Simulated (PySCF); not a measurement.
## Radial density of B⁴⁺ (boron, charge +4)

BHandHLYP, 1s1, 2S determinant. All numbers are calculated (PySCF 2.14, no relativity, point nucleus, in an even-tempered Gaussian basis (17 s from 0.81 bohr⁻², ratio 2; 8 p from 1.3 bohr⁻², ratio 2.2; 4 d from 4 bohr⁻², ratio 2.2; 4 f from 6 bohr⁻², ratio 2.2; 3 g from 8.9 bohr⁻², ratio 2.2; 2 h from 13 bohr⁻², ratio 2.2)).

| r (bohr) | 4πr²ρ (e/bohr) | 4πr²(ρα − ρβ) |
| --- | --- | --- |
| 0.00556 | 0.01470 | 0.0147 |
| 0.00936 | 0.04004 | 0.0400 |
| 0.0157 | 0.1062 | 0.1062 |
| 0.0265 | 0.2699 | 0.2699 |
| 0.0445 | 0.6369 | 0.6369 |
| 0.0749 | 1.328 | 1.3281 |
| 0.126 | 2.250 | 2.2499 |
| 0.212 | 2.690 | 2.6901 |
| 0.356 | 1.795 | 1.7950 |
| 0.599 | 0.4513 | 0.4513 |
| 1.01 | 0.02220 | 0.0222 |
| 1.70 | 7.066e-05 | 0.0001 |

For one electron the Hartree and exchange-correlation energies should cancel; what remains is the self-interaction error.
